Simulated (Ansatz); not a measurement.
Born–Oppenheimer molecular dynamics of CH$_{4}$BClO (8 atoms, charge 0, multiplicity 1). It starts at the highest image of a converged band, a first-order saddle point between two minima.

Computed with RKS r2SCAN/def2-mTZVP in Ansatz.

```yaml
ensemble: NVE (velocity Verlet)
time_step: 0.5 fs
steps_asked: 200
starting_velocities_drawn_for: 300 K
seed: 2257
```

Frames 0.5 fs apart, positions in Å.

Velocities at 30.0 fs (Å/ps):

```
B -13.90 -2.94 6.88
Cl 7.44 0.64 -6.31
O -5.42 0.34 7.34
H -1.92 -15.32 -12.40
C -4.06 1.49 3.74
H 8.89 -10.71 -5.61
H 13.77 -6.87 4.44
H 1.01 18.91 0.50
```

```xyz
8
Properties=species:S:1:pos:R:3 time_fs=30.0 energy_less_start_eV=-0.236 T=605
B -0.528 -0.523 0.194
Cl 1.557 -0.711 -1.894
O -0.885 -1.447 -0.445
H 0.485 -1.552 -2.126
C -0.223 0.818 0.833
H 0.634 0.832 1.473
H -0.148 1.505 -0.034
H -1.067 1.127 1.458
8
Properties=species:S:1:pos:R:3 time_fs=30.5 energy_less_start_eV=-0.228 T=595
B -0.535 -0.525 0.197
Cl 1.561 -0.710 -1.897
O -0.888 -1.447 -0.441
H 0.486 -1.558 -2.131
C -0.225 0.819 0.835
H 0.640 0.827 1.470
H -0.141 1.501 -0.030
H -1.067 1.137 1.458
8
Properties=species:S:1:pos:R:3 time_fs=31.0 energy_less_start_eV=-0.236 T=605
B -0.542 -0.525 0.201
Cl 1.564 -0.710 -1.900
O -0.891 -1.448 -0.438
H 0.491 -1.561 -2.135
C -0.228 0.819 0.837
H 0.647 0.822 1.468
H -0.133 1.498 -0.026
H -1.067 1.146 1.458
8
Properties=species:S:1:pos:R:3 time_fs=31.5 energy_less_start_eV=-0.258 T=634
B -0.548 -0.525 0.206
Cl 1.568 -0.710 -1.903
O -0.894 -1.449 -0.435
H 0.499 -1.561 -2.139
C -0.230 0.820 0.838
H 0.655 0.817 1.465
H -0.125 1.495 -0.021
H -1.066 1.156 1.457
8
Properties=species:S:1:pos:R:3 time_fs=32.0 energy_less_start_eV=-0.293 T=678
B -0.555 -0.524 0.210
Cl 1.571 -0.710 -1.907
O -0.898 -1.450 -0.432
H 0.511 -1.558 -2.140
C -0.232 0.821 0.840
H 0.664 0.813 1.462
H -0.116 1.492 -0.015
H -1.066 1.166 1.456
8
Properties=species:S:1:pos:R:3 time_fs=32.5 energy_less_start_eV=-0.334 T=731
B -0.561 -0.523 0.216
Cl 1.575 -0.710 -1.910
O -0.901 -1.452 -0.429
H 0.527 -1.552 -2.141
C -0.235 0.821 0.842
H 0.673 0.808 1.459
H -0.107 1.490 -0.008
H -1.066 1.177 1.456
8
Properties=species:S:1:pos:R:3 time_fs=33.0 energy_less_start_eV=-0.376 T=784
B -0.567 -0.521 0.221
Cl 1.578 -0.710 -1.914
O -0.905 -1.455 -0.427
H 0.545 -1.543 -2.140
C -0.237 0.822 0.844
H 0.681 0.804 1.455
H -0.097 1.489 -0.001
H -1.066 1.187 1.455
8
Properties=species:S:1:pos:R:3 time_fs=33.5 energy_less_start_eV=-0.411 T=829
B -0.573 -0.519 0.227
Cl 1.581 -0.710 -1.917
O -0.909 -1.458 -0.425
H 0.565 -1.532 -2.138
C -0.240 0.823 0.846
H 0.689 0.800 1.451
H -0.087 1.489 0.006
H -1.065 1.197 1.454
8
Properties=species:S:1:pos:R:3 time_fs=34.0 energy_less_start_eV=-0.433 T=856
B -0.579 -0.516 0.232
Cl 1.585 -0.710 -1.921
O -0.913 -1.461 -0.423
H 0.587 -1.521 -2.136
C -0.242 0.823 0.848
H 0.696 0.796 1.446
H -0.077 1.489 0.012
H -1.065 1.208 1.453
8
Properties=species:S:1:pos:R:3 time_fs=34.5 energy_less_start_eV=-0.436 T=861
B -0.585 -0.513 0.238
Cl 1.588 -0.711 -1.924
O -0.917 -1.464 -0.421
H 0.609 -1.508 -2.133
C -0.244 0.824 0.850
H 0.701 0.793 1.440
H -0.067 1.491 0.018
H -1.064 1.219 1.453
8
Properties=species:S:1:pos:R:3 time_fs=35.0 energy_less_start_eV=-0.421 T=842
B -0.591 -0.510 0.244
Cl 1.591 -0.711 -1.927
O -0.921 -1.467 -0.419
H 0.629 -1.497 -2.131
C -0.246 0.824 0.852
H 0.705 0.789 1.434
H -0.057 1.494 0.023
H -1.063 1.230 1.452
8
Properties=species:S:1:pos:R:3 time_fs=35.5 energy_less_start_eV=-0.392 T=806
B -0.597 -0.507 0.250
Cl 1.595 -0.711 -1.931
O -0.925 -1.471 -0.417
H 0.647 -1.488 -2.128
C -0.248 0.825 0.855
H 0.706 0.785 1.427
H -0.046 1.497 0.028
H -1.061 1.240 1.452
```

Of the whole run (100 fs, mean temperature of the second half 710 K): The conserved energy stayed within 0.19 meV per atom of its start (net change -0.025 meV per atom), so the integration is sound. The system heated up, since it started high on the potential surface and ran downhill. A run of 0.1 ps of so small a system gives no equilibrium averages. The orbitals stay closed-shell, which can raise the energy where a bond breaks towards radicals; this wasn't checked here.

Run time: 8 min on 2 threads of Arm Neoverse V1 (shared host), peak memory 0.18 GiB.
